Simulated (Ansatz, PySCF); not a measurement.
Al(Cl)2(OMe) (CH3AlCl2O), SMILES C[O][Al]([Cl])[Cl]. Atoms are numbered in the order given.

```xyz
8

Al     0.1122     0.0724    -0.0925
Cl     1.4269     1.6455    -0.4362
Cl    -1.1459     0.1035     1.5728
O      0.0856    -1.2081    -1.1711
C     -0.5657    -2.4212    -1.3748
H     -1.0921    -2.4147    -2.3443
H      0.1645    -3.2479    -1.3979
H     -1.3072    -2.6443    -0.5867
```
Charge 0, spin multiplicity 1.

Geometry optimised at PBE0-D3(BJ)/def2-SVP. The structure was generated by enumeration; whether it is a known compound was not checked. The values are those of a single conformer.

Two levels are set side by side: PBE-D3(BJ)/def2-SVP (Ansatz, a quantum-chemistry and plane-wave program) and PBE0-D3(BJ)/def2-SVP (Ansatz). Each level has its own optimised geometry; the coordinates shown are those of the second. Frequencies come from the Hessian of PySCF at each geometry. Differences are taken from unrounded values.

```
quantity                            PBE0-D3(BJ)  PBE-D3(BJ)  PBE-D3(BJ) minus PBE0-D3(BJ)
----------------------------------  -----------  ----------  ----------------------------
mean bond length (Å)                      1.506       1.519                         0.013
bond Al1–Cl2 (Å)                          2.079       2.092                         0.013
bond Al1–Cl3 (Å)                          2.087       2.102                         0.014
bond Al1–O4 (Å)                           1.674       1.695                         0.021
bond O4–C5 (Å)                            1.392       1.407                         0.015
bond C5–H6 (Å)                            1.103       1.112                         0.009
bond C5–H7 (Å)                            1.103       1.112                         0.009
bond C5–H8 (Å)                            1.105       1.114                         0.009
highest harmonic wavenumber (cm⁻¹)         3116        3014                          -102
mean harmonic wavenumber (cm⁻¹)            1113        1075                           -38
zero-point energy (kcal/mol)              28.64       27.65                         -0.99
```

GGA bonds tend to be longer and softer than those of functionals with exact exchange. Differences between two approximate levels are no errors against the true value.
